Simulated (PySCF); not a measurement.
CH₄OSZn. Atoms are numbered in the order given.

```xyz
8

Zn     0.0659     0.0557     0.0839
O      1.2711    -0.7631    -0.9145
C      1.0399    -1.4470    -2.1116
H      0.6160    -0.8057    -2.9130
H      1.9999    -1.8410    -2.4955
H      0.3608    -2.3185    -1.9991
S     -1.2427     1.1283     1.4190
H     -1.4786     0.0285     2.1724
```
Charge 0, spin multiplicity 1.

The structure is a stationary point at r2SCAN-D4/def2-SVP. The values are those of a single conformer.

All values below come from PBE/def2-TZVP run with PySCF.

ESP charges are fitted to the potential on shells at 1.4 to 2.0 van der Waals radii. Atomic charges (e):

```csv
atom,Löwdin,Mulliken,IAO,ESP fit
Zn1,0.12,0.38,1.29,0.63
O2,-0.13,-0.39,-0.88,-0.47
C3,-0.41,-0.17,-0.20,-0.09
H4,0.10,0.10,0.12,0.06
H5,0.11,0.12,0.14,0.09
H6,0.10,0.10,0.12,0.04
S7,0.04,-0.31,-0.68,-0.40
H8,0.07,0.16,0.11,0.14
```
